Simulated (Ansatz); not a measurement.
Isolated molecules relaxed with PBE0-D4/def2-TZVP in Ansatz; ΔE leaves out vibrations. CCSD(T)/CBS adds triple-zeta CCSD(T) − MP2 to the extrapolated MP2 energy (def2 sets, frozen cores). This one scheme is used for every species. DFT in def2-TZVPP. B3LYP here is the variant with VWN-RPA as its local correlation; programs differ in this. Each species was taken in one conformer, which may not be the lowest.

Reaction (ligand exchange at the Al–O bond): `N=C=C[O][AlH2]` + `N=CS` → `[AlH2]/[N]=C\S` + `N=C=CO`

(1) Is it downhill or uphill in electronic energy at CCSD(T)/CBS, and by how much? (An estimate is asked.)

(2) What do these levels give: r2SCAN-D4, B3LYP-D4, ωB97X-V, ωB97M-V, B2PLYP, B3LYP, HF/def2-TZVPP, SCS-MP2/def2-TZVPP, CCSD/def2-TZVPP, CCSD(T)/def2-TZVPP, HF/def2-QZVPP, MP2/CBS(def2)? (Best estimate.)

Largest T1 diagnostic among the species: 0.015.

Results:

(1) Computed: Uphill: ΔE = +52.5 kJ/mol.

(2) Computed: r2SCAN-D4 45.9, B3LYP-D4 47.8, ωB97X-V 53.8, ωB97M-V 52.2, B2PLYP 50.0, B3LYP 47.2, HF/def2-TZVPP 56.6, SCS-MP2/def2-TZVPP 54.2, CCSD/def2-TZVPP 55.0, CCSD(T)/def2-TZVPP 53.6, HF/def2-QZVPP 57.3, MP2/CBS(def2) 51.3 kJ/mol.

From PBE to PBE0 (25 % exact exchange), in def2-TZVPP and without D4, ΔE moves by +3.8 kJ/mol.
